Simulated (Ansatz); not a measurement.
Isolated molecules relaxed with PBE0-D4/def2-TZVP in Ansatz; ΔE leaves out vibrations. CCSD(T)/CBS is the MP2 limit (def2-TZVPP, def2-QZVPP) plus CCSD(T) − MP2 in def2-TZVPP, frozen cores. DFT in def2-TZVPP. B3LYP here is the variant with VWN-RPA as its local correlation; programs differ in this. def2 core potentials past Kr. For Te outer-core shells are correlated without core-valence functions, which leaves a few kJ/mol of doubt a bond. One conformer a species, not always the lowest.

`FCOB[SiH2]S` + H₂Te → `S[SiH2][TeH]` + `BOCF`  (cleavage of the Si–B bond)

`FCOB[SiH2]S`:

```xyz
12

F    -1.283   -2.171    1.667
C    -1.406   -1.877    0.344
O    -0.256   -1.212   -0.076
B    -0.236    0.128   -0.239
Si    1.495    1.063   -0.699
S     1.925    2.406    0.927
H    -2.291   -1.245    0.213
H    -1.481   -2.815   -0.210
H    -1.260    0.744   -0.072
H     1.391    1.803   -1.989
H     2.679    0.168   -0.759
H     0.723    3.007    0.892
```

H₂Te:

```xyz
3

Te    0.092    0.322    0.701
H    -0.466   -1.137    0.153
H     0.374    0.814   -0.854
```

`S[SiH2][TeH]`:

```xyz
7

S    -1.992   -0.302   -0.759
Si    0.067    0.203   -0.536
Te    0.541    0.714    1.860
H    -1.949   -1.316    0.123
H     0.984   -0.883   -0.962
H     0.238    1.379   -1.423
H     2.111    0.204    1.697
```

`BOCF`:

Cartesian coordinates in Å:
```
B 0.898 -0.958 0.321
O -0.031 -0.500 -0.545
C -0.662 0.721 -0.345
F -1.909 0.495 0.159
H 1.224 -0.279 1.256
H 1.363 -2.033 0.093
H -0.111 1.337 0.373
H -0.772 1.215 -1.313
```

(1) Is it downhill or uphill in electronic energy at CCSD(T)/CBS, and by how much? (Best estimate.)

(2) What do these levels give: PBE-D4, r2SCAN-D4, PBE0-D4, B3LYP-D4, PBE, r2SCAN, SCS-MP2/def2-TZVPP, CCSD/def2-TZVPP, CCSD(T)/def2-TZVPP, SCS-MP2/def2-QZVPP, HF/CBS(def2), MP2/CBS(def2)? (Best estimate.)

Largest T1 diagnostic among the species: 0.013.

Answers

(1) Ansatz gave: Downhill: ΔE = -20.8 kcal/mol.

(2) Computed: PBE-D4 -18.5, r2SCAN-D4 -19.5, PBE0-D4 -19.5, B3LYP-D4 -19.5, PBE -18.1, r2SCAN -19.6, SCS-MP2/def2-TZVPP -21.0, CCSD/def2-TZVPP -18.6, CCSD(T)/def2-TZVPP -18.6, SCS-MP2/def2-QZVPP -22.1, HF/CBS(def2) -20.5, MP2/CBS(def2) -24.3 kcal/mol.

From PBE to PBE0 (25 % exact exchange), in def2-TZVPP and without D4, ΔE moves by −1.1 kcal/mol. The D4 term adds −0.8 kcal/mol with B3LYP and −0.3 kcal/mol with PBE0; it sums over pairs of atoms, weighted by their polarisabilities, and B3LYP, whose exchange is more repulsive, gets the larger term.
